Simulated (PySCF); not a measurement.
# CH8ClO2Si3: g tensor and hyperfine couplings

Species: CH₈ClO₂Si₃ (doublet state).
Atom-mapped SMILES: `[SiH3:1][O:2][CH2:3][SiH2:4][O:5][SiH:6][Cl:7]` (hydrogens: H8, H9, H10 on Si1; H11, H12 on C3; H13, H14 on Si4; H15 on Si6)

Cartesian coordinates in Å at the GFN2-xTB level; atoms count from 1:
```xyz
15
CH8ClO2Si3 angstrom
Si    -2.9381    0.0395   -0.3308
O     -1.6208   -0.0080   -1.2581
C     -0.3864   -0.6457   -1.0600
Si     0.5866    0.0370    0.4266
O      2.0118   -0.7448    0.3694
Si     3.5898   -0.9022    0.6984
Cl     4.5302    0.8133    0.2281
H     -3.8017    0.8113   -1.2093
H     -2.6792    0.6968    0.9549
H     -3.4489   -1.3067   -0.0493
H     -0.5509   -1.7246   -0.9441
H      0.1846   -0.5118   -1.9860
H      0.8172    1.4745    0.3085
H     -0.0039   -0.3324    1.7120
H      3.7052   -1.1938    2.1178
```

The hyperfine couplings belong to this conformer and change with its torsions.

Computed, not measured: UKS B3LYP, pcH-1 on C Cl H O Si, non-relativistic, mean-field spin-orbit, GIAO (PySCF 2.14.0). Isolated species at its GFN2-xTB geometry (one conformer only). Couplings are sensitive to structure, and on GFN2-xTB geometries they can be far from those on DFT ones, by a factor of two or more for some ions and for spin on atoms past the first row. Stability of the SCF solution: not tested.

```
g1, g2, g3 : 2.00054, 2.00208, 2.00717
g_iso      : 2.00327
Form of g  : rhombic: the two nearest values differ by 23 % of g3 − g1
⟨S²⟩       : 0.7513 (exact 0.7500)
```

Hyperfine couplings atom by atom, in MHz; T1 to T3 are the principal values of the dipolar part:

```json
{"atom": "Si1", "isotope": "29Si", "a_iso": "-0.1", "of which spin–orbit": "0.0", "T1": "-0.1", "T2": "0.0", "T3": "0.1", "Mulliken spin population": "0.00"}
{"atom": "O2", "isotope": "17O", "a_iso": "0.0", "of which spin–orbit": "0.0", "T1": "-0.1", "T2": "0.0", "T3": "0.0", "Mulliken spin population": "0.00"}
{"atom": "C3", "isotope": "13C", "a_iso": "-0.7", "of which spin–orbit": "0.0", "T1": "-0.2", "T2": "-0.2", "T3": "0.4", "Mulliken spin population": "0.00"}
{"atom": "Si4", "isotope": "29Si", "a_iso": "-15.0", "of which spin–orbit": "0.0", "T1": "-4.9", "T2": "2.4", "T3": "2.5", "Mulliken spin population": "0.01"}
{"atom": "O5", "isotope": "17O", "a_iso": "-60.0", "of which spin–orbit": "-0.1", "T1": "-19.9", "T2": "9.3", "T3": "10.6", "Mulliken spin population": "0.03"}
{"atom": "Si6", "isotope": "29Si", "a_iso": "-833.5", "of which spin–orbit": "0.9", "T1": "-142.5", "T2": "69.8", "T3": "72.6", "Mulliken spin population": "0.80"}
{"atom": "Cl7", "isotope": "35Cl", "a_iso": "27.6", "of which spin–orbit": "0.3", "T1": "-20.7", "T2": "-19.7", "T3": "40.4", "Mulliken spin population": "0.07"}
{"atom": "H8", "isotope": "1H", "a_iso": "0.0", "of which spin–orbit": "0.0", "T1": "-0.2", "T2": "-0.1", "T3": "0.3", "Mulliken spin population": "0.00"}
{"atom": "H9", "isotope": "1H", "a_iso": "0.1", "of which spin–orbit": "0.0", "T1": "-0.3", "T2": "-0.3", "T3": "0.5", "Mulliken spin population": "0.00"}
{"atom": "H10", "isotope": "1H", "a_iso": "0.0", "of which spin–orbit": "0.0", "T1": "-0.2", "T2": "-0.2", "T3": "0.4", "Mulliken spin population": "0.00"}
{"atom": "H11", "isotope": "1H", "a_iso": "0.0", "of which spin–orbit": "0.0", "T1": "-0.8", "T2": "-0.7", "T3": "1.6", "Mulliken spin population": "0.00"}
{"atom": "H12", "isotope": "1H", "a_iso": "0.0", "of which spin–orbit": "0.0", "T1": "-0.9", "T2": "-0.8", "T3": "1.7", "Mulliken spin population": "0.00"}
{"atom": "H13", "isotope": "1H", "a_iso": "2.1", "of which spin–orbit": "0.0", "T1": "-1.2", "T2": "-0.9", "T3": "2.1", "Mulliken spin population": "0.00"}
{"atom": "H14", "isotope": "1H", "a_iso": "2.8", "of which spin–orbit": "0.0", "T1": "-1.3", "T2": "-0.9", "T3": "2.2", "Mulliken spin population": "0.00"}
{"atom": "H15", "isotope": "1H", "a_iso": "197.0", "of which spin–orbit": "0.0", "T1": "-6.7", "T2": "-0.5", "T3": "7.3", "Mulliken spin population": "0.09"}
```

The Mulliken spin populations are largest on Si6 (+0.80), H15 (+0.09) and Cl7 (+0.07). No atom but Si6 exceeds +0.15. The angles at Si6 add up to 327.4°, so it is pyramidal.

Axes: g3 points within 11° of the O5–Si6 bond.

Under fast tumbling the dipolar parts average out, and these isotropic splittings remain: 1 × 1H (H15, I = 1/2, 2 lines) with 7.03 mT, 1 × 35Cl (Cl7, I = 3/2, 4 lines) with 0.98 mT and 2 × 1H (H13/H14, I = 1/2, 3 lines) with 0.09 mT.

Nuclei that the bonding pattern makes equivalent are averaged, as if the motion that swaps them (rotation, inversion, ring flip) were fast.

Main isotope only: 35Cl (natural samples also hold 24 % 37Cl, magnetic too, which adds its own pattern).

The 29Si coupling of Si6 (-833.5 MHz) shows only in satellite lines or after enrichment, since that isotope makes up about 4.7 % of natural silicon.

The 17O coupling of O5 (-60.0 MHz) shows only in satellite lines or after enrichment, since that isotope makes up about 0.038 % of natural oxygen.

On one thread, Arm Neoverse V2 (aarch64), on a shared host, this took 2.3 min (grids of density and orbitals included) and 1.0 GiB of memory at its peak.
